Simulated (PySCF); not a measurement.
All of these have the formula C5H7FO2Si. Theory: TDDFT wB97X-D/def2-SVPD, vertical, gas phase, core orbitals frozen in the response in PySCF 2.14.0, density-fitted response routines. Geometries: GFN2-xTB; one conformer of each isolated species. Triplets are in the Tamm–Dancoff approximation. 'Strongest' means the level of largest summed f among the lowest 8 singlets; it needn't be the same kind of state in each.

Problem. Rank by computed lowest singlet excitation energy, lowest first.
A. `COC1=C[Si@@H](O)C=C1F`
B. `O=C(O)C1=C[C@H]1[SiH2]CF`
C. `O=C(O)C1=C[C@@H]1C[SiH2]F`
D. `[SiH2](/C(F)=C\C=O)C(=O)C`

Solution. D (3.37 eV), A (4.23 eV), B (4.60 eV), C (4.85 eV).

| SMILES | S1 (eV) | T1 (eV) | strongest (eV) | f (S1) | first f ≥ 0.01 (nm) | S1 mainly |
| --- | --- | --- | --- | --- | --- | --- |
| CC(=O)[SiH2]/C(F)=C\C=O | 3.37 | 2.97 | 5.23 | 0.017 | 368 | H→L (75%) |
| COC1=C[Si@@H](O)C=C1F | 4.23 | 2.80 | 6.32 | 0.026 | 293 | H→L (98%) |
| O=C(O)C1=C[C@H]1[SiH2]CF | 4.60 | 3.01 | 4.60 | 0.089 | 270 | H→L (88%) |
| O=C(O)C1=C[C@@H]1C[SiH2]F | 4.85 | 3.45 | 5.43 | 0.015 | 255 | H-2→L (37%) |

H and L stand for HOMO and LUMO.

- `CC(=O)[SiH2]/C(F)=C\C=O`: Löwdin shares by element: HOMO oxygen 46% or more, carbon 28% or more, silicon 12%; LUMO carbon 61% or more, oxygen 16% or more (atoms not listed hold the other 23%).
- `COC1=C[Si@@H](O)C=C1F`: Löwdin shares by element: HOMO carbon 76% or more (atoms not listed hold the other 24%); LUMO carbon 63% or more (atoms not listed hold the other 37%).
- `O=C(O)C1=C[C@H]1[SiH2]CF`: Löwdin shares by element: HOMO carbon 62% or more, silicon 12% (atoms not listed hold the other 26%); LUMO carbon 67% or more, oxygen 16% or more (atoms not listed hold the other 17%).
- `O=C(O)C1=C[C@@H]1C[SiH2]F`: Löwdin shares by element: HOMO carbon 70% or more (atoms not listed hold the other 30%); LUMO carbon 66% or more, oxygen 16% or more (atoms not listed hold the other 17%).
